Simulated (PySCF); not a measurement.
Excitation energy of Au²⁺ by level of theory

Au²⁺ [Xe] 4f14 5d9 (2D) → Au²⁺ [Xe] 4f14 5d8 6s1 (4F), as a difference of total energies. Calculation: PySCF 2.14, in aug-cc-pVDZ-PP with ECP60MDF (5s5p4d2f, 54 functions); scalar relativity through the core potential. Correlated levels: valence: 5s2 5p6 frozen. The calculations carry no spin-orbit coupling.

| method | excitation energy (eV) |
| --- | --- |
| UHF | 3.868 |
| LDA | 3.998 |
| PBE | 3.926 |
| PBE0 | 4.073 |
| r2SCAN | 3.724 |
| B2PLYP | 4.148 |
| BP86 | 3.928 |
| MN15 | 4.113 |
| wB97X | 4.569 |
| MP2 (valence) | 4.282 |
| SCS-MP2 (valence) | 4.445 |

Q: How much does correlation contribute at MP2 (valence)?

A: 4.282 − (3.868) = 0.414 eV, measured against UHF.
